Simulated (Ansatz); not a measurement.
CH2N (SMILES C#[NH+]) moved off its minimum; all values from Ansatz (an electronic-structure program), cores frozen in correlated methods.
(charge 1, multiplicity 1)
```xyz
4

C      0.0186     0.0360    -0.6050
N      0.0019    -0.0138     0.5505
H      0.0115     0.0130    -1.6813
H     -0.0098    -0.0009     1.5780
```

```json
[
 {"level": "HF/def2-TZVPP", "largest force (eV/Å)": "6.56", "on atom": "C1", "rms difference from CCSD(T)/aug-cc-pVTZ (eV/Å)": "1.736", "dipole (D)": "-"},
 {"level": "PBE/def2-TZVPP", "largest force (eV/Å)": "2.57", "on atom": "C1", "rms difference from CCSD(T)/aug-cc-pVTZ (eV/Å)": "0.206", "dipole (D)": "-"},
 {"level": "r2SCAN/def2-TZVPP", "largest force (eV/Å)": "3.47", "on atom": "C1", "rms difference from CCSD(T)/aug-cc-pVTZ (eV/Å)": "0.522", "dipole (D)": "-"},
 {"level": "B3LYP/def2-TZVPP", "largest force (eV/Å)": "3.67", "on atom": "C1", "rms difference from CCSD(T)/aug-cc-pVTZ (eV/Å)": "0.613", "dipole (D)": "-"},
 {"level": "wB97M-V/def2-TZVPP", "largest force (eV/Å)": "3.87", "on atom": "C1", "rms difference from CCSD(T)/aug-cc-pVTZ (eV/Å)": "0.690", "dipole (D)": "-"},
 {"level": "MP2/aug-cc-pVTZ", "largest force (eV/Å)": "1.60", "on atom": "C1", "rms difference from CCSD(T)/aug-cc-pVTZ (eV/Å)": "0.219", "dipole (D)": "-"},
 {"level": "CCSD(T)/aug-cc-pVTZ", "largest force (eV/Å)": "2.17", "on atom": "C1", "rms difference from CCSD(T)/aug-cc-pVTZ (eV/Å)": "0.000", "dipole (D)": "-"}
]
```

The differences count from one level among others, with limits of its own. Forces at CCSD(T)/aug-cc-pVTZ (eV/Å):

```
atom      Fx      Fy      Fz
----  ------  ------  ------
C1    -0.095  -0.288   2.154
N2     0.043   0.234  -1.466
H3     0.037   0.089  -0.169
H4     0.014  -0.036  -0.519
```
